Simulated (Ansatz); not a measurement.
`N=[C](O)[GeH3]` + `CO[SiH2]N` → `CO[SiH2][NH][GeH3]` + `N=CO`  (ligand exchange at a Ge–C bond)

Gas-phase electronic energies from Ansatz, PBE0-D4/def2-TZVP geometries. CCSD(T)/CBS is the MP2 limit (def2-TZVPP, def2-QZVPP) plus CCSD(T) − MP2 in def2-TZVPP, frozen cores. This one scheme is used for every species. DFT in def2-TZVPP. B3LYP here is the variant with VWN-RPA as its local correlation; programs differ in this. For Ge outer-core shells are correlated without core-valence functions, which leaves a few kJ/mol of doubt a bond. Scalar relativity is left out up to krypton. One conformer a species, not always the lowest.

CCSD(T)/CBS gives -26.5 kJ/mol.

Another level gave -28.9 kJ/mol. Which?
A. CCSD(T)/def2-TZVPP
B. HF/def2-TZVPP
C. B3LYP/def2-TZVPP
D. PBE/def2-TZVPP

A. CCSD(T)/def2-TZVPP -28.9, B3LYP -23.1, PBE -16.9, HF/def2-TZVPP -41.0 kJ/mol.

Largest T1 diagnostic among the species: 0.014.

From PBE to PBE0 (25 % exact exchange), in def2-TZVPP and without D4, ΔE moves by −5.7 kJ/mol. In def2-TZVPP, CCSD(T) changes the Hartree–Fock value by +12.0 kJ/mol (the triples alone add +1.9 kJ/mol) and MP2 by +11.4 kJ/mol.
